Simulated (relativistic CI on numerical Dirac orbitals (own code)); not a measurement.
Level scheme of Bi⁷²⁺

Method of calculation: Dirac-Coulomb-Breit CI, KLI orbitals optimised for each configuration, model QED (radiative potential, 1s self-energy scaled to tabulated hydrogen-like ionisation energies), unscaled Slater integrals (own radial code, finite nucleus).

Configuration list (outside the closed core [Ne]): 3s, 3p, 3d, 4s, 4p, 4d, 4f, 5s, 5p, 5d, 5f, 5g, 6s, 6p, 6d, 7s, 7p. Levels of other configurations are missing.

The lowest level is 3s 2S_1/2, with 100 % of that term; Hund's rules for 3s give 2S with J = 1/2, in agreement.

```csv
No.,Configuration,Term,J,E (10³ cm⁻¹),%,Next component (%),Lifetime (s)
1,3s,2S,1/2,0.0,100,,
2,3p,2P°,1/2,1551.9,100,,1.77e-11
3,3p,2P°,3/2,6778.8,100,,1.92e-13
4,3d,2D,3/2,8514.4,100,,2.50e-13
5,3d,2D,5/2,9674.8,100,,2.80e-12
6,4s,2S,1/2,34783.4,100,,8.44e-15
7,4p,2P°,1/2,35421.7,100,,7.03e-15
8,4p,2P°,3/2,37563.2,100,,1.33e-14
9,4d,2D,3/2,38221.2,100,,5.36e-15
10,4d,2D,5/2,38722.4,100,,5.03e-15
11,4f,2F°,5/2,39059.6,100,,2.38e-15
12,4f,2F°,7/2,39281.0,100,,2.47e-15
13,5s,2S,1/2,50221.3,100,,1.07e-14
14,5p,2P°,1/2,50540.6,100,,8.89e-15
15,5p,2P°,3/2,51616.6,100,,1.55e-14
16,5d,2D,3/2,51938.3,100,,7.13e-15
17,5d,2D,5/2,52196.5,100,,6.91e-15
18,5f,2F°,5/2,52364.1,100,,4.51e-15
19,5f,2F°,7/2,52478.0,100,,4.69e-15
20,5g,2G,7/2,52501.0,100,,8.01e-15
21,5g,2G,9/2,52568.4,100,,8.14e-15
22,6s,2S,1/2,58382.1,100,,1.51e-14
23,6p,2P°,1/2,58563.6,100,,1.26e-14
24,6p,2P°,3/2,59178.0,100,,2.09e-14
25,6d,2D,3/2,59359.5,100,,1.04e-14
26,6d,2D,5/2,59509.1,100,,1.02e-14
27,7s,2S,1/2,63209.0,100,,2.13e-14
28,7p,2P°,1/2,63321.8,100,,1.83e-14
29,7p,2P°,3/2,63704.8,100,,2.90e-14
```

Energies count from the lowest computed level; ° marks odd parity; lifetimes are radiative, by E1, M1, E2, M2 decay to levels of this space only.

The mean weight of the leading LS term, summed over parents, in these 29 levels is 100 %, and that of the leading jj configuration (from the same eigenvectors) 100 %.

At this charge energies of transitions that change n are usually good to better than 1 %, and those within a shell (Δn = 0) to a few per cent.
